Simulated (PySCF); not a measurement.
Molfile (atoms numbered from 1):
```
C8H11PSi
     RDKit          3D

 21 22  0  0  0  0  0  0  0  0999 V2000
    3.9770    0.4415    0.0207 Si  0  0  0  0  0  4  0  0  0  0  0  0
    2.0971    0.2517    0.0689 C   0  0  0  0  0  0  0  0  0  0  0  0
    1.5106   -0.7825    0.7917 C   0  0  0  0  0  0  0  0  0  0  0  0
    0.1454   -0.9990    0.8620 C   0  0  0  0  0  0  0  0  0  0  0  0
   -0.8143   -0.2274    0.2276 C   0  0  0  0  0  0  0  0  0  0  0  0
   -2.2389   -0.5824    0.3882 C   0  0  0  0  0  0  0  0  0  0  0  0
   -3.1961   -0.3762   -0.7571 C   0  0  0  0  0  0  0  0  0  0  0  0
   -3.2852    0.5001    0.4434 C   0  0  0  0  0  0  0  0  0  0  0  0
   -0.4114    1.1590   -0.7665 P   0  0  0  0  0  0  0  0  0  0  0  0
    1.3125    1.1462   -0.6415 C   0  0  0  0  0  0  0  0  0  0  0  0
    4.3090    1.8663    0.0859 H   0  0  0  0  0  0  0  0  0  0  0  0
    4.4810   -0.1241   -1.2342 H   0  0  0  0  0  0  0  0  0  0  0  0
    4.5543   -0.2692    1.1625 H   0  0  0  0  0  0  0  0  0  0  0  0
    2.1574   -1.4601    1.3329 H   0  0  0  0  0  0  0  0  0  0  0  0
   -0.2001   -1.8361    1.4591 H   0  0  0  0  0  0  0  0  0  0  0  0
   -2.4088   -1.4534    1.0118 H   0  0  0  0  0  0  0  0  0  0  0  0
   -3.9631   -1.1181   -0.9209 H   0  0  0  0  0  0  0  0  0  0  0  0
   -2.7905    0.0492   -1.6645 H   0  0  0  0  0  0  0  0  0  0  0  0
   -4.1152    0.3724    1.1218 H   0  0  0  0  0  0  0  0  0  0  0  0
   -2.9421    1.5210    0.3520 H   0  0  0  0  0  0  0  0  0  0  0  0
    1.8124    1.9380   -1.1894 H   0  0  0  0  0  0  0  0  0  0  0  0
  1  2  1  0
  2  3  2  0
  3  4  1  0
  4  5  2  0
  5  6  1  0
  6  7  1  0
  7  8  1  0
  5  9  1  0
  9 10  2  0
 10  2  1  0
  8  6  1  0
  1 11  1  0
  1 12  1  0
  1 13  1  0
  3 14  1  0
  4 15  1  0
  6 16  1  0
  7 17  1  0
  7 18  1  0
  8 19  1  0
  8 20  1  0
 10 21  1  0
M  END
```

Relativity neglected, rapidly exchanging positions averaged, one conformer, no solvent. σ from GIAO-PBE0/pcSseg-1; structure optimised with GFN2-xTB; PySCF 2.14.

Question: Predict the 2D correlation tables (HSQC, COSY, HMBC).

Answer: 

HSQC (one-bond C–H):
```tsv
δH	δC
9.36 (H21)	172.9 (C10)
7.94 (H15)	136.0 (C4)
7.85 (H14)	140.6 (C3)
1.94 (H16)	25.9 (C6)
1.46 (H17/H19)	23.4 (C7/C8)
1.04 (H18/H20)	23.4 (C7/C8)
```

COSY cross peaks (H two or three bonds apart, from the bond graph; peaks can be absent where the dihedral angle is near 90°):
```tsv
δH	δH
7.94 (H15)	7.85 (H14)
1.94 (H16)	1.46 (H17/H19)
1.94 (H16)	1.04 (H18/H20)
1.46 (H17/H19)	1.04 (H18/H20)
```

HMBC (two and three bonds, from the bond graph):
```tsv
δH	δC
9.36 (H21)	193.3 (C5), 140.6 (C3), 137.5 (C2)
7.94 (H15)	193.3 (C5), 140.6 (C3), 137.5 (C2), 25.9 (C6)
7.85 (H14)	193.3 (C5), 172.9 (C10), 137.5 (C2), 136.0 (C4)
4.57 (H11/H12/H13)	172.9 (C10), 140.6 (C3), 137.5 (C2)
1.94 (H16)	193.3 (C5), 136.0 (C4), 23.4 (C7/C8)
1.46 (H17/H19)	193.3 (C5), 25.9 (C6), 23.4 (C7/C8)
1.04 (H18/H20)	193.3 (C5), 25.9 (C6), 23.4 (C7/C8)
```

Chemical shifts δ = σref − σ; TMS for ¹H and ¹³C, all at this level.

Short H···H contacts in this conformer between protons four or more bonds apart (candidates for NOE cross peaks, intensity ∝ r⁻⁶): H15···H16 2.29 Å, H13···H14 2.68 Å.

Shifts are as computed. Against solution values, carbons near 30 ppm lie about +3 ppm off and those near 130 ppm about +5 ppm. Of 1211 compounds with measured shifts, 218 miss one by over three times the rms of a fit or turn the order of signals round; such compounds aren't used in these exercises.
